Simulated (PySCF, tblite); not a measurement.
Isomers of C3H8NO2Si2 (doublet state). Method: GFN2-xTB as coded in tblite; computed harmonic values from a numerical Hessian at the method's own geometry, unscaled. This tight-binding method is rough: wavenumbers can miss measured ones by several per cent, in bad cases by 10 to 20. Modes of hydrogen on silicon can be 10 to 20 % off. One conformer each. Open shells enter through the occupations alone, without spin polarisation, and single modes of such species can be off by tens of per cent.

Electronic energies: B3LYP/pcH-1 single points on the GFN2-xTB geometries (PySCF, gas phase).

| SMILES | electronic energy, lowest = 0 (kcal/mol) |
| --- | --- |
| NC(=O)[Si]1CC[SiH2]O1 | 0.0 |
| NC(=O)[Si@@H]1[CH]C[SiH2]O1 | 7.8 |
| NC(=O)[Si@H]1C[CH][SiH2]O1 | 8.3 |
| NC(=O)[Si@H]1CC[SiH]O1 | 1.9 |

Problem. How do GFN2-xTB zero-point energies change the relative energies?

Solution. 
```json
{"SMILES": "NC(=O)[Si]1CC[SiH2]O1", "ZPE (kcal/mol)": "69.5", "of it from modes above 1550 cm⁻¹": "36.0", "electronic (kcal/mol)": "0.0", "with ZPE, lowest = 0 (kcal/mol)": "0.0", "lowest mode (cm⁻¹)": "53", "rings": "1"}
{"SMILES": "NC(=O)[Si@H]1CC[SiH]O1", "ZPE (kcal/mol)": "69.5", "of it from modes above 1550 cm⁻¹": "35.8", "electronic (kcal/mol)": "1.9", "with ZPE, lowest = 0 (kcal/mol)": "1.8", "lowest mode (cm⁻¹)": "38", "rings": "1"}
{"SMILES": "NC(=O)[Si@@H]1[CH]C[SiH2]O1", "ZPE (kcal/mol)": "66.1", "of it from modes above 1550 cm⁻¹": "34.9", "electronic (kcal/mol)": "7.8", "with ZPE, lowest = 0 (kcal/mol)": "4.4", "lowest mode (cm⁻¹)": "42", "rings": "1"}
{"SMILES": "NC(=O)[Si@H]1C[CH][SiH2]O1", "ZPE (kcal/mol)": "66.0", "of it from modes above 1550 cm⁻¹": "34.8", "electronic (kcal/mol)": "8.3", "with ZPE, lowest = 0 (kcal/mol)": "4.7", "lowest mode (cm⁻¹)": "34", "rings": "1"}
```

The zero-point energies span 3.5 kcal/mol, from `NC(=O)[Si@H]1C[CH][SiH2]O1` to `NC(=O)[Si]1CC[SiH2]O1`. The order is unchanged.

Problem. And how do the electronic energies of GFN2-xTB itself compare?

Solution. `NC(=O)[Si]1CC[SiH2]O1` 0.0; `NC(=O)[Si@H]1CC[SiH]O1` 4.9; `NC(=O)[Si@@H]1[CH]C[SiH2]O1` 8.4; `NC(=O)[Si@H]1C[CH][SiH2]O1` 9.5 kcal/mol, lowest = 0. Against the energies above, taken from the same isomer `NC(=O)[Si]1CC[SiH2]O1`, the largest difference is 3.0 kcal/mol.

Problem. What do entropy and thermal enthalpy add at 298.15 K and 1 bar (rigid rotor, harmonic oscillator, one conformer each)?

Solution. 
```
                     SMILES  point group  symmetry number  S (cal/(mol K))  H − H(0) (kcal/mol)  ZPE + H − H(0) − TS (kcal/mol)
      NC(=O)[Si]1CC[SiH2]O1           C1                1            100.8                 6.99                            46.5
     NC(=O)[Si@H]1CC[SiH]O1           C1                1            100.6                 6.95                            46.4
NC(=O)[Si@@H]1[CH]C[SiH2]O1           C1                1            103.2                 7.28                            42.6
 NC(=O)[Si@H]1C[CH][SiH2]O1           C1                1            103.4                 7.29                            42.4
```

S holds R ln(2S + 1) for the spin.
